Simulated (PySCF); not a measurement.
## What settings do to a single point of [HfO(H2O)3]2+

The sound run of [HfO(H2O)3]2+ (singlet) uses PySCF 2.14.0, RKS PBE0, Hf def2-SVP with ECP60, O def2-SVP, H def2-SVP; non-relativistic Hamiltonian with scalar-relativistic core potentials where named; density fitting; no spin-orbit coupling, grid (50, 194), threshold 1e-8 Eh and 55 cycles, at the relaxed geometry:

```xyz
11

Hf   -0.0631   -0.0813   -0.0765
O     0.8749    0.9791    0.8837
O    -1.0149   -1.0457    1.6253
H    -0.7792   -0.7505    2.5283
H    -1.6731   -1.7597    1.7272
O     1.6609   -1.0279   -1.0032
H     1.7800   -1.7404   -1.6601
H     2.5571   -0.7296   -0.7462
O    -1.0943    1.5151   -1.1343
H    -0.8821    2.4458   -0.9167
H    -1.7727    1.5391   -1.8362
```

There Hf1 has a Mulliken charge of 1.30 e and the dipole about the centre of mass is 5.67 D. Each run below changes one thing and starts from free metal ions and neutral atoms unless it says otherwise; with 55 cycles, smearing, a level shift and second-order steps follow where DIIS fails, and their cycles count. Energy shifts count from the sound run.

| change | outcome | cycles | energy shift (eV) | largest force component (eV/Å) | charge on Hf1 (e) | dipole about the centre of mass (D) |
| --- | --- | --- | --- | --- | --- | --- |
| spin (2S) set to 12, limit 72 cycles | not converged | 72 | – | – | – | – |
| threshold 1e-06 | converged | 10 | 0.0000 | 0.01 | 1.30 | 5.67 |
| cycle limit 8 | not converged | 8 | – | – | – | – |
| start from a density of up to 30 smeared cycles (not counted) | converged | 6 | 0.0000 | 0.01 | 1.30 | 5.67 |

How does the run with this change end: grid (30, 86)?

outcome converged, cycles 10, energy shift (eV) -0.10, largest force component (eV/Å) 0.29, charge on Hf1 (e) 1.30, dipole about the centre of mass (D) 5.67.

Forces carry noise of the integration grid, about 0.01 to 0.03 eV/Å.

No frequency check is given that shows the relaxed geometry to be a minimum.
